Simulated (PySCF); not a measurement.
Electric field gradients and quadrupole coupling constants

H8OSi3.
Cartesian coordinates in Å at the PBE0-D3(BJ)/def2-SVP level; atoms count from 1:
```
atom  x, y, z in Å
O1     0.3635    2.0336    0.5517
Si2    0.0479    0.6806   -0.3918
Si3    1.9194   -0.7164   -0.2340
Si4   -1.8713   -0.4622    0.3499
H5    -0.3460    2.6813    0.6075
H6    -0.1714    1.0507   -1.8319
H7     1.6839   -1.9111   -1.1044
H8     3.1632   -0.0223   -0.6874
H9     2.1016   -1.1794    1.1758
H10   -3.0718    0.4339    0.3323
H11   -1.6776   -0.9557    1.7488
H12   -2.1402   -1.6341   -0.5419
```

Field gradients from the PBE0/pcSseg-1 density (PySCF, non-relativistic), principal values in atomic units, ordered |Vxx| ≤ |Vyy| ≤ |Vzz|:

```json
{"atom": "O1", "Vxx": "-0.2377", "Vyy": "-1.2703", "Vzz": "1.5081"}
```

Task: Find the asymmetry η = (Vxx − Vyy)/Vzz and the couplings χ = eQV/h (234.96 MHz × Q in barn × V in au), with Q(17O) = −0.0256 b.

Result: 
| atom | environment | nucleus | η | χzz (MHz) | χxx (MHz) | χyy (MHz) |
| --- | --- | --- | --- | --- | --- | --- |
| O1 | silanol oxygen | 17O | 0.68 | -9.07 | 1.43 | 7.64 |

The tensor is traceless: Vxx + Vyy + Vzz = 0.

Task: What is Vzz at O1 in SI units (1 au = 9.71736 × 10²¹ V/m²)?

Result: 1.5081 au = 14.655 × 10²¹ V/m².

Task: And the gradient at the other heavy atoms, for which no coupling is worked out here?

Result: 
```
atom           environment  Vzz (au)     η
 Si2  oxygen-bound silicon     0.411  0.18
 Si3          SiH3 silicon    -0.021  0.79
 Si4          SiH3 silicon    -0.042  0.69
```

Task: What couplings would deuterons (Q(2H) = 0.00286 b) have in place of the hydrogens, at this geometry?

Result: 
```
atom  bonded to  bond length (Å)  Vzz (au)     η  χzz (kHz)
  H5         O1            0.962    0.4826  0.08        324
  H6        Si2            1.503    0.1331  0.05         89
  H7        Si3            1.497    0.1400  0.01         94
  H8        Si3            1.495    0.1419  0.01         95
  H9        Si3            1.495    0.1413  0.01         95
 H10        Si4            1.498    0.1403  0.01         94
 H11        Si4            1.496    0.1409  0.01         95
 H12        Si4            1.497    0.1403  0.01         94
```

One conformer (not necessarily the lowest) at the PBE0-D3(BJ)/def2-SVP geometry, without solvent, vibrations or thermal averaging. The basis is small and wasn't made for field gradients, so the couplings can be 20 % off.

These values come from a run that also computed NMR shieldings. The run took 9.6 s of wall time on Arm Neoverse V1, one thread (shared host).
